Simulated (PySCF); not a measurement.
C2H4BF2N.

```xyz
10

C     -0.0763    -2.6883     0.0000
N      0.3711    -1.3198     0.0000
C     -0.4933    -0.3815     0.0000
B     -0.0213     1.1139     0.0000
F     -0.9164     2.0901     0.0000
F      1.2497     1.4550     0.0000
H      0.3447    -3.2023     0.8809
H      0.3447    -3.2023    -0.8809
H     -1.1789    -2.8077     0.0000
H     -1.5840    -0.6051     0.0000
```

Geometry: B3LYP-D3(BJ)/def2-SVP. The structure was generated by enumeration; whether it is a known compound was not checked. Other conformers were not sampled.

These are PBE/pcSseg-1 in PySCF values and carry that method's errors. Non-relativistic, no solvent.

Computed absolute GIAO shielding of each atom: isotropic value and principal components (ppm):
```csv
atom,σ(iso),σ11,σ22,σ33,span
C1,119.2,89.3,100.7,167.7,78.4
N2,-235.0,-751.6,-217.8,264.3,1015.9
C3,10.8,-70.7,3.3,99.9,170.6
B4,77.1,68.5,79.3,83.6,15.1
F5,232.6,46.7,286.9,364.3,317.6
F6,238.4,65.0,275.7,374.6,309.6
H7,26.8,24.8,26.2,29.4,4.6
H8,26.8,24.8,26.2,29.4,4.6
H9,28.2,26.4,27.4,30.9,4.5
H10,23.1,21.7,23.3,24.4,2.6
```
